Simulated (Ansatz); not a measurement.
Input file for Ansatz (a quantum-chemistry and plane-wave program): U-wB97X-V/def2-TZVPPD on CaO, a point of a bond scan (R = 1.641 Å). Files ending in .json are basis or fitting sets from the Basis Set Exchange.

Ansatz 0.2 input:
```yaml
crystal:
  periodic: [false, false, false]
  atoms:
    - {symbol: Ca, position_ang: [-0.00000000, -0.00000000, -0.52107729]}
    - {symbol: O, position_ang: [0.00000000, 0.00000000, 1.12031618]}
basis:
  gaussian:
    orbitals: def2-TZVPPD.json
hamiltonian:
  xc: {name: wB97X-V}
magnetization: {spin_polarized: true, initial_magnetization: 0}
```

Output:

```
WARN ansatz: RAYON_NUM_THREADS=1 ignored (pool sized by the plan → 1); use --threads N
Functional definition: wB97X-V
integrals: 0.03 GiB planned
558 factors; their error is unknown
integrals: 0.06 GiB planned
170 factors; integrals over basis functions are off by at most 1.1e-4 eV
mean field: 0.38 GiB planned
mean field evaluation 1: about -20466.6577 eV, gradient 6.1e1 eV
mean field evaluation 2: about -20249.0327 eV, gradient 1.2e2 eV
mean field evaluation 4: about -20477.2777 eV, gradient 3.0e1 eV
mean field evaluation 8: about -20481.0477 eV, gradient 2.0e-1 eV
mean field evaluation 16: about -20481.0745 eV, gradient 4.8e-4 eV
mean field -20481.07452038 eV, -752.6656060530 hartree, gradient 2.1e-5 eV, S^2 0.000000; 0 other end points of the search recorded, 0 dependent functions left out
reference -20481.07451854 eV, -752.6656059854 hartree; 14, 14 occupied and 62, 62 virtual orbitals, 558 factors
Total energy: -20481.07451854 eV, -752.6656059854 hartree
```

The run converged.

Cost: very roughly 4 core-seconds.
